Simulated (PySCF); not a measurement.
In(H)(Br)(vinyl) (C2H4BrIn), SMILES C=[CH][InH][Br].

Geometry optimised at PBE0-D3(BJ)/def2-SVP. The def2 effective core potentials stand for the cores of In; spin–orbit coupling is left out. The values are those of a single conformer.

The numbers are results of IEF-PCM-PBE0/def2-SVP (PySCF 2.14.0), not measurements.

The values are the electrostatic part of the solvation free energy, E(continuum) − E(gas) at the gas-phase geometry, in a cavity of scaled van der Waals radii (PySCF's table); cavitation and dispersion terms are not included. A continuum can't describe solvent molecules that bind to the metal. In vacuum the orbital gap is 5.66 eV. The dipole moment in vacuum is 3.32 D.

```json
[
 {"solvent": "water", "ε": "78.36", "ΔG(elec) (kcal/mol)": "-5.9", "dipole (D)": "4.43", "gap (eV)": "6.17"},
 {"solvent": "benzene", "ε": "2.27", "ΔG(elec) (kcal/mol)": "-2.6", "dipole (D)": "3.82", "gap (eV)": "5.91"},
 {"solvent": "acetonitrile", "ε": "35.69", "ΔG(elec) (kcal/mol)": "-5.8", "dipole (D)": "4.40", "gap (eV)": "6.16"}
]
```
